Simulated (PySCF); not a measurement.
[ZnF4]2- (charge -2 and singlet state).
Geometry (PBE0-D3(BJ)/def2-SVP, Å), atoms numbered from 1 in this order:
```xyz
5
ZnF4 angstrom
Zn     0.000   -0.001    0.001
F     -0.317   -0.064    1.900
F      1.898    0.003   -0.336
F     -0.781    1.602   -0.728
F     -0.799   -1.542   -0.836
```

The closed-shell ground state was solved at several levels (PySCF, density fitting, gas phase, non-relativistic). Whether so highly charged an anion holds all its electrons in the gas phase wasn't checked; a finite basis holds them in any case. The ion is multiply charged and computed without counter-ions or solvent. The HOMO energy is positive, so at this level the finite basis confines the outermost electrons. No diffuse functions stand in pcJ-1 (pcSseg-1 on Zn) and pcSseg-1 (pcSseg-2 on Zn), which bears on an anion's orbital energies.

```tsv
level	basis functions	HOMO (eV)	LUMO (eV)	gap (eV)
PBE/pcJ-1 (pcSseg-1 on Zn)	153	4.84	10.30	5.46
PBE0/pcSseg-1 (pcSseg-2 on Zn)	141	2.47	11.46	8.99
PBE/pcSseg-1 (pcSseg-2 on Zn)	141	4.76	10.63	5.87
```

Task: Estimate the row for B3LYP/pcSseg-1 (pcSseg-2 on Zn), a basis of 141 functions; the other rows only guide the guess.

Result: HOMO 2.87 eV, LUMO 11.11 eV, gap 8.24 eV.

Task: Over all these levels, which gives the widest orbital gap and which the narrowest?

Result: PBE0/pcSseg-1 (pcSseg-2 on Zn) (global hybrid, 25 % exact exchange) has the widest, 8.99 eV, and PBE/pcJ-1 (pcSseg-1 on Zn) (GGA) the narrowest, 5.46 eV. Functional and basis both differ between the two, so the spread mixes both effects.

Task: In the pcSseg-1 (pcSseg-2 on Zn) basis, how does the gap go with the fixed share of exact exchange?

Result: PBE (0 %) 5.87 eV; B3LYP (20 %) 8.24 eV; PBE0 (25 %) 8.99 eV. Each rise in the share widens the gap here.
